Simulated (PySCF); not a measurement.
# How methods differ on the ionisation energy of Be⁺

Be⁺ [He] 2s1 (2S) → Be²⁺ 1s2 (1S), as a difference of total energies. Computed with PySCF 2.14 in aug-cc-pVDZ (4s3p2d, 23 functions), with no relativity, point nucleus. The calculations carry no spin-orbit coupling.

| method | ionisation energy (eV) |
| --- | --- |
| UHF | 18.091 |
| M06-2X | 18.284 |
| BP86 | 18.324 |

Which method comes closest to the reference value, and which is furthest?

The reference is 18.211 eV (measured; NIST Atomic Spectra Database, ionization energies). Closest: M06-2X (error 0.073 eV); furthest: UHF (error -0.120 eV).
